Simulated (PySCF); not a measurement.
InCl₂, SMILES [Cl][In+][Cl], charge +1.

Geometry optimised at r2SCAN-D4/def2-TZVP. The spin state was assumed, not searched. The isomer is the one that the SMILES or the coordinates give; other isomers of the formula were not compared. The def2 effective core potentials stand for the cores of In; spin–orbit coupling is left out.

The numbers are results of PySCF with IEF-PCM-ωB97X/def2-SVP, not measurements.

The values are the electrostatic part of the solvation free energy, E(continuum) − E(gas) at the gas-phase geometry, in a cavity of scaled van der Waals radii (PySCF's table); cavitation and dispersion terms are not included. A continuum can't describe solvent molecules that bind to the metal. In vacuum the orbital gap is 10.41 eV.

| solvent | ε | ΔG(elec) (kcal/mol) | gap (eV) |
|---|---|---|---|
| water | 78.36 | (withheld) | (withheld) |
| chlorobenzene | 5.70 | -58.8 | 10.68 |
| n-hexane | 1.88 | -32.2 | 10.53 |

What belongs in the gaps? (An estimate is asked for; the answer gives what the named calculation found.)


- water, ΔG(elec) (kcal/mol): -72.0
- water, gap (eV): 10.78
